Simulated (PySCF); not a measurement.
Cobalt: a sound run and one with changed settings

Sound run: Co [Ar] 3d7 4s2, Co+ [Ar] 3d8. Computed with PySCF 2.14 in 6-31G*, with the non-relativistic Hamiltonian (point nucleus). In the sound run the correlated levels freeze [Ar]. The sound run starts from symmetry-adapted Hartree-Fock orbitals and uses a fine grid where one is needed.

Changed run: the spin-free X2C one-electron Hamiltonian (Gaussian nucleus). This setting is unsound on purpose.

| species | method | sound run (hartree) | changed run (hartree) | converged |
| --- | --- | --- | --- | --- |
| Co | UHF | -1381.19882 | -1389.78317 | yes |
| Co | B3LYP | -1382.54423 | -1391.12825 | yes |
| Co | M06-L | -1382.42976 | -1391.01447 | yes |
| Co | MP2 | -1381.33274 | -1389.91729 | yes |
| Co+ | UHF | -1380.86053 | -1389.43461 | yes |
| Co+ | B3LYP | -1382.20052 | -1390.77330 | yes |
| Co+ | M06-L | -1382.14212 | -1390.71600 | yes |
| Co+ | MP2 | -1381.01559 | -1389.58991 | yes |

Ionisation energy of Co:

```tsv
method	sound run (eV)	changed run (eV)
UHF	9.205	9.485
B3LYP	9.353	9.659
M06-L	7.827	8.122
MP2	8.630	8.909
SCS-MP2	8.738	9.018
```

Most of the change in total energy is the relativistic energy itself. On top of that the contraction fixes the core shape for the Hamiltonian it was made with, so the changed run is not a good calculation with the other Hamiltonian either.

For comparison, NIST gives 7.881 eV between the lowest levels.
